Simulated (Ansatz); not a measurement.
(HZn-mu-Cl)2 (Zn2H2Cl2), 6 atoms. Hardware: 2 threads of Intel Xeon Platinum 8488C on a shared host.

Correlated methods freeze 28 core orbitals.

Task: How many basis functions does each of these Ansatz runs have, and roughly what does it cost? PBE0-D4/def2-TZVP, charge 0 singlet, energy, from earlier orbitals; PBE0-D4/def2-SVP, charge 0 singlet, energy with a search over starts; PBE-D4/def2-SVP, charge 0 singlet, energy, from earlier orbitals; PBE-QIDH/def2-TZVP, charge 0 singlet, energy, from earlier orbitals; CCSD(T)/def2-SVP, charge 0 singlet, energy, from earlier orbitals; r2SCAN-D4/def2-TZVP, charge 0 singlet, energy, from earlier orbitals; LDA (SPW92)/def2-TZVP, charge 0 singlet, energy, from earlier orbitals; PBE0-D4/def2-SVP, charge 0 singlet, energy, from earlier orbitals; MP2/def2-TZVP, charge 0 singlet, energy, from earlier orbitals; HF/STO-3G, charge 0 singlet, energy; PBE-D4/def2-SVP, charge 0 singlet, relaxation, 4 steps; HF/def2-TZVP, charge 0 singlet, energy, from earlier orbitals.

Result: Other jobs shared the machine, so times can vary by a factor of up to 3. A dash marks memory too small to be measured apart from the calling script's.

```json
{"run": "HF/STO-3G, charge 0 singlet, energy", "functions": "56", "fitting or Cholesky vectors": "545", "wall time": "0.85 s", "peak host memory (GiB)": "–"}
{"run": "PBE-D4/def2-SVP, charge 0 singlet, energy, from earlier orbitals", "functions": "108", "fitting or Cholesky vectors": "1222", "wall time": "1.2 s", "peak host memory (GiB)": "–"}
{"run": "LDA (SPW92)/def2-TZVP, charge 0 singlet, energy, from earlier orbitals", "functions": "182", "fitting or Cholesky vectors": "1520", "wall time": "2.2 s", "peak host memory (GiB)": "–"}
{"run": "PBE0-D4/def2-SVP, charge 0 singlet, energy, from earlier orbitals", "functions": "108", "fitting or Cholesky vectors": "1032", "wall time": "2.7 s", "peak host memory (GiB)": "–"}
{"run": "PBE0-D4/def2-SVP, charge 0 singlet, energy with a search over starts", "functions": "108", "fitting or Cholesky vectors": "1032", "wall time": "3.3 s", "peak host memory (GiB)": "–"}
{"run": "HF/def2-TZVP, charge 0 singlet, energy, from earlier orbitals", "functions": "182", "fitting or Cholesky vectors": "2030", "wall time": "4.3 s", "peak host memory (GiB)": "0.76"}
{"run": "PBE0-D4/def2-TZVP, charge 0 singlet, energy, from earlier orbitals", "functions": "182", "fitting or Cholesky vectors": "1706", "wall time": "4.8 s", "peak host memory (GiB)": "0.72"}
{"run": "r2SCAN-D4/def2-TZVP, charge 0 singlet, energy, from earlier orbitals", "functions": "182", "fitting or Cholesky vectors": "1520", "wall time": "5 s", "peak host memory (GiB)": "–"}
{"run": "MP2/def2-TZVP, charge 0 singlet, energy, from earlier orbitals", "functions": "182", "fitting or Cholesky vectors": "1334", "wall time": "5.5 s", "peak host memory (GiB)": "–"}
{"run": "PBE-QIDH/def2-TZVP, charge 0 singlet, energy, from earlier orbitals", "functions": "182", "fitting or Cholesky vectors": "1334", "wall time": "7 s", "peak host memory (GiB)": "–"}
{"run": "PBE-D4/def2-SVP, charge 0 singlet, relaxation, 4 steps", "functions": "108", "fitting or Cholesky vectors": "1222", "wall time": "8 s", "peak host memory (GiB)": "–"}
{"run": "CCSD(T)/def2-SVP, charge 0 singlet, energy, from earlier orbitals", "functions": "108", "fitting or Cholesky vectors": "1032", "wall time": "8.5 s", "peak host memory (GiB)": "–"}
```
